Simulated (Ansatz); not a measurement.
A structure relaxed at PBE0-D4/def2-TZVP, charge 0, multiplicity 1:

```xyz
6

O     1.0388   -0.1364    1.0960
In   -0.6734    0.1150    0.1236
S    -0.2323   -0.0294   -2.1978
H     0.9540   -0.0947    2.0512
H    -2.1644    0.3838    0.9017
H     1.0774   -0.2383   -1.9748
```

(1) Give its formula and SMILES.

(2) Point group (tolerance 0.08 Å, 0.16 Å for H)?

(3) Summarise the bond lengths by kind.

Results:

(1) H3InOS, `[OH][InH][SH]`.

(2) Cs.

(3) 1 × In–O 1.985 Å; 1 × H–O 0.960 Å; 1 × In–S 2.367 Å; 1 × H–In 1.703 Å; 1 × H–S 1.345 Å.

Program: Ansatz 0.2.0.
